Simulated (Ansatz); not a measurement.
Frontier orbitals of `BrC1BB1`.

Z-matrix (Å, degrees):
```
C
B 1 1.445
B 1 1.604 2 61.3
Br 1 1.896 2 141.4 3 179.9
H 1 1.154 2 120.1 3 -0.1
H 2 1.178 1 140.1 3 -180.0
H 3 1.187 1 136.6 2 180.0
```

Charge 0, multiplicity 1. Correlated methods include outer-core shells of Br, which these sets cover unevenly. Scalar relativity is left out up to krypton. All single points use the PBE0-D4/def2-TZVP geometry. Basis def2-TZVPP, Ansatz 0.2.0.

```csv
functional,HOMO (eV),LUMO (eV),gap (eV)
PBE,-6.60,-1.97,4.63
PBE0,-7.81,-1.03,6.78
r2SCANh,-7.30,-1.38,5.92
LC-ωPBE,-10.45,1.17,11.62
ωB97M-V,-9.96,0.94,10.90
HF,-10.17,2.34,12.51
```

From PBE to PBE0 the HOMO moves by −1.21 eV and the LUMO by +0.94 eV, and with ωB97M-V by −3.36 and +2.91 eV, so the gap grows from 4.63 to 10.90 eV with exact exchange. A positive LUMO is unbound and depends on the basis.

LC-ωPBE has ω = 0.4 bohr⁻¹.
